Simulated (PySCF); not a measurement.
GeH4SSe, SMILES S[Se][GeH3]. Atoms are numbered in the order given.

```xyz
7

Se    -0.4982     0.1575     0.9011
S     -1.7639     0.9334    -0.7855
H     -1.2331     2.1926    -0.8287
Ge     1.2934    -0.6284    -0.4696
H      2.3317    -1.2741     0.4888
H      0.7503    -1.6706    -1.4780
H      1.9226     0.5722    -1.2224
```
Charge 0, spin multiplicity 1.

Coordinates come from a PBE-D3(BJ)/def2-SVP optimisation. This is a generated structure with no PubChem entry under its InChIKey; it may be hypothetical. Other conformers were not sampled.

Method: HF/pcSseg-1 run with PySCF.

GIAO shieldings, no solvent; atoms alike by connectivity are averaged. δ = σ(ref) − σ: ⁷⁷Se against Me2Se (σ = 1942.8 ppm); ³³S against H2S (σ = 725.2 ppm); ¹H against TMS (σ = 31.99 ppm); ⁷³Ge against GeH4 (σ = 1776.1 ppm), references at their B3LYP-D3(BJ)/def2-TZVP geometries, non-relativistic.

```json
[
 {"atoms": "Se1", "nucleus": "⁷⁷Se", "count": "1", "δ (ppm)": "(withheld)"},
 {"atoms": "S2", "nucleus": "³³S", "count": "1", "δ (ppm)": "53.4"},
 {"atoms": "H5, H6, H7", "nucleus": "¹H", "count": "3", "δ (ppm)": "4.98"},
 {"atoms": "H3", "nucleus": "¹H", "count": "1", "δ (ppm)": "(withheld)"},
 {"atoms": "Ge4", "nucleus": "⁷³Ge", "count": "1", "δ (ppm)": "141.5"}
]
```

Task: Fill in the missing entries. (The exact figures need the calculation; the answer reports its results.)

Result: 
- Se1, δ (ppm): -45.1
- H3, δ (ppm): 2.99
